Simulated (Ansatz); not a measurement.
```yaml
crystal:
  periodic: [false, false, false]
  atoms:
    - {symbol: C, position_ang: [-0.723888, 1.721182, 0.329138]}
    - {symbol: O, position_ang: [-1.333768, 0.457004, 0.392985]}
    - {symbol: Xx, position_ang: [-0.343759, -0.990928, 0.661342]}
    - {symbol: Ga, position_ang: [1.232043, -1.386391, -1.269650]}
    - {symbol: H, position_ang: [-0.108953, 1.901237, 1.212730]}
    - {symbol: H, position_ang: [0.083154, 1.764312, -0.525575]}
    - {symbol: H, position_ang: [-1.420801, 2.512021, 0.071741]}
    - {symbol: H, position_ang: [-1.324389, -2.146530, 0.899700]}
    - {symbol: H, position_ang: [0.487048, -0.747754, 1.981526]}
    - {symbol: H, position_ang: [1.336318, -0.372638, -2.485454]}
    - {symbol: H, position_ang: [2.040370, -2.746645, -1.287155]}
basis:
  gaussian: {orbitals: pcseg-2}
hamiltonian: {xc: {name: wB97M-V}}
```

```sh
$ ansatz run in.yaml --threads 4 --pin off --events-out ev --progress --plain --max-ram 10444MiB
```

Shortened log:

```
Error: YAML parse error: error: line 6 column 16: `Xx` is not an element symbol (H … Og, case-exact)
 --> <input>:6:16
4 |     - {symbol: C, position_ang: [-0.723888, 1.721182, 0.329138]}
5 |     - {symbol: O, position_ang: [-1.333768, 0.457004, 0.392985]}
6 |     - {symbol: Xx, position_ang: [-0.343759, -0.990928, 0.661342]}
7 |     - {symbol: Ga, position_ang: [1.232043, -1.386391, -1.269650]}
8 |     - {symbol: H, position_ang: [-0.108953, 1.901237, 1.212730]}
```

Problem. What is wrong with this run?

Solution. An element symbol is wrong. The program refused the input.
